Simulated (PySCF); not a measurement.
## Mayer bond orders and bond lengths

C10H12O.
Atom-mapped SMILES: `[CH:1]#[C:2][C@@H:3]1[C:4](=[O:5])[CH2:6][CH2:7][CH2:8][C@H:9]1[CH:10]=[CH2:11]` (hydrogens: H12 on C1; H13 on C3; H14, H15 on C6; H16, H17 on C7; H18, H19 on C8; H20 on C9; H21 on C10; H22, H23 on C11)

Structure used (GFN2-xTB), in Å, numbered top down from 1:
```
atom  x, y, z in Å
C1    -2.3906   -2.3121   -0.0814
C2    -1.3343   -1.7935    0.1384
C3    -0.0616   -1.1494    0.4071
C4    -0.3018   -0.1156    1.5021
O5     0.0941   -0.2671    2.6288
C6    -1.1045    1.0762    1.0512
C7    -0.4962    1.6959   -0.2084
C8    -0.3913    0.6557   -1.3168
C9     0.5011   -0.5139   -0.8791
C10    1.9269   -0.0579   -0.7510
C11    2.6650   -0.0255    0.3425
H12   -3.3072   -2.7838   -0.2752
H13    0.6349   -1.9076    0.7829
H14   -2.1170    0.7266    0.8306
H15   -1.1550    1.8049    1.8619
H16    0.4981    2.0846    0.0236
H17   -1.1169    2.5317   -0.5368
H18    0.0249    1.1128   -2.2170
H19   -1.3858    0.2743   -1.5589
H20    0.4717   -1.2786   -1.6675
H21    2.3504    0.2806   -1.6897
H22    2.3091   -0.3422    1.3072
H23    3.6814    0.3307    0.3155
```

Bond orders from the PBE0/pcSseg-1 density (PySCF). Geometry: GFN2-xTB, one conformer, isolated molecule.

(1) Where do the orders between heavy atoms depart from those drawn in the SMILES?

(2) Give the Mayer order of every bond between heavy atoms, beside its length.

Answers

(1) The largest departure is 0.524, at C1–C2 (drawn triple, 2.476). Drawn double or triple, more than 0.30 short of the drawn order: C1–C2 (2.476).

(2) 
```tsv
bond	drawn as	length (Å)	Mayer order
C1–C2	triple	1.197	2.476
C2–C3	single	1.452	1.011
C3–C4	single	1.525	0.941
C4–O5	double	1.204	2.010
C4–C6	single	1.506	0.985
C6–C7	single	1.530	1.024
C7–C8	single	1.524	1.026
C8–C9	single	1.535	1.010
C9–C10	single	1.502	1.019
C10–C11	double	1.320	1.987
C9–C3	single	1.541	0.980
```

By pair of heavy elements: C–C: lowest C3–C4 (0.941, 1.525 Å), highest C1–C2 (2.476, 1.197 Å); in 6 of the 45 pairs the longer bond (by over 0.003 Å) has the higher order (by 0.02 or more).

Q: And the bonds to hydrogen?

A: C–H: 0.90 to 1.17 (12 bonds).

Q: Sum the orders of all bonds at each heavy atom with more than one neighbour and set the sums beside the valence in the SMILES.

A: C1 3.644 (drawn 4), C2 3.487 (drawn 4), C3 3.836 (drawn 4), C4 3.936 (drawn 4), C6 3.868 (drawn 4), C7 3.941 (drawn 4), C8 3.926 (drawn 4), C9 3.937 (drawn 4), C10 3.963 (drawn 4), C11 3.866 (drawn 4). Orders between atoms that aren't bonded are not in these sums.

Mayer orders depend on the basis set.
